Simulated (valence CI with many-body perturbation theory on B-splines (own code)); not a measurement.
The numbers below are computed, except where a source is named.
**Kr²³⁺: configurations and terms from energies and g**

Method: configuration interaction combined with many-body perturbation theory (CI+MBPT): three valence electrons over a frozen Dirac-Fock core [Ne], a basis of 11 s, 11 p, 9 d, 7 f, 5 g, 2 h, 1 i functions for each j, with the one-electron correlation potential Σ1, the two-electron term Σ2, the three-electron term Σ3, Breit, model QED; selected CI, second order for the rest (own B-spline code, finite nucleus).

No measured levels were compared; by estimate levels of excited configurations hold to 0.05 to 0.15 % of their energy, terms of the ground configuration to about 0.5 %.

| No. | J | Parity | E (cm⁻¹) | g |
| --- | --- | --- | --- | --- |
| 1 | 1/2 | odd | 0 | 0.663 |
| 2 | 3/2 | odd | 97369 | 1.332 |
| 3 | 1/2 | even | 411870 | 2.595 |
| 4 | 3/2 | even | 464070 | 1.717 |
| 5 | 5/2 | even | 500460 | 1.521 |
| 6 | 3/2 | even | 579870 | 0.836 |
| 10 | 3/2 | even | 765430 | 1.289 |
| 11 | 3/2 | even | 843090 | 0.817 |
| 12 | 5/2 | even | 856110 | 1.199 |
| 16 | 3/2 | odd | 1141600 | 0.471 |
| 17 | 5/2 | odd | 1161100 | 1.046 |
| 18 | 7/2 | odd | 1191400 | 1.249 |
| 19 | 1/2 | odd | 1202500 | 0.662 |
| 22 | 1/2 | odd | 1233200 | 0.253 |

Energies count from the lowest level. Strongly mixed levels and levels close to another of their J and parity are left out, so the numbers can have gaps.

Q: Give configuration and LS term of each level.

A: 1: 3s²3p ²P°; 2: 3s²3p ²P°; 3: 3s3p² ⁴P; 4: 3s3p² ⁴P; 5: 3s3p² ⁴P; 6: 3s3p² ²D; 10: 3s3p² ²P; 11: 3s²3d ²D; 12: 3s²3d ²D; 16: 3s3p3d ⁴F°; 17: 3s3p3d ⁴F°; 18: 3s3p3d ⁴F°; 19: 3p³ ²P°; 22: 3s3p3d ⁴D°.
